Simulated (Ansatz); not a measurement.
Ansatz (a quantum-chemistry and plane-wave program) input (B3LYP/6-31+G*): The .json file is the Basis Set Exchange's 6-31+G*.

Ansatz 0.2 input:
```yaml
crystal:
  periodic: [false, false, false]
  atoms:
    - {symbol: N, position_ang: [-1.15644893, 0.10559007, 0.10949204]}
    - {symbol: C, position_ang: [0.14327585, 0.27480002, -0.02643780]}
    - {symbol: O, position_ang: [1.03921952, -0.59683604, -0.07594837]}
    - {symbol: H, position_ang: [-1.57929984, 1.03526068, 0.10968394]}
    - {symbol: H, position_ang: [0.50103112, 1.35149704, -0.10991451]}
basis:
  gaussian:
    orbitals: 6-31+G_.json
hamiltonian:
  xc: {name: B3LYP}
total_charge: -1
output: {forces: true}
```

From the last part of the output:

```
WARN ansatz: RAYON_NUM_THREADS=1 ignored (pool sized by the plan → 1); use --threads N
Functional definition: B3LYP
integrals: 0.01 GiB planned
574 factors; integrals over basis functions are off by at most 1.4e-3 eV
mean field: 0.15 GiB planned
mean field evaluation 1: about -4604.9131 eV, gradient 3.4e1 eV
mean field evaluation 2: about -4597.8250 eV, gradient 6.4e1 eV
mean field evaluation 4: about -4607.2375 eV, gradient 5.7e0 eV
mean field evaluation 8: about -4607.2937 eV, gradient 2.5e-1 eV
mean field -4607.29381096 eV, -169.3149246167 hartree, gradient 8.4e-5 eV, S^2 0.000000; 0 other end points of the search recorded, 0 dependent functions left out
the calculation of the forces begins
reference -4607.29403345 eV, -169.3149327931 hartree; 12, 12 occupied and 49, 49 virtual orbitals, 574 factors
Total energy: -4607.29403345 eV, -169.3149327931 hartree
Atom 0 at    -1.156449     0.105590     0.109492 Å, force    -0.390398    -0.163274     0.045857 eV/Å
Atom 1 at     0.143276     0.274800    -0.026438 Å, force     0.009172     0.409757    -0.019228 eV/Å
Atom 2 at     1.039220    -0.596836    -0.075948 Å, force     0.451699    -0.408804    -0.026331 eV/Å
Atom 3 at    -1.579300     1.035261     0.109684 Å, force    -0.099406     0.132728     0.003883 eV/Å
Atom 4 at     0.501031     1.351497    -0.109915 Å, force     0.028933     0.029594    -0.004181 eV/Å
Dipole moment:    -0.001593     0.612698    -0.027239 e Å
```

The dipole moment of an ion depends on the origin.
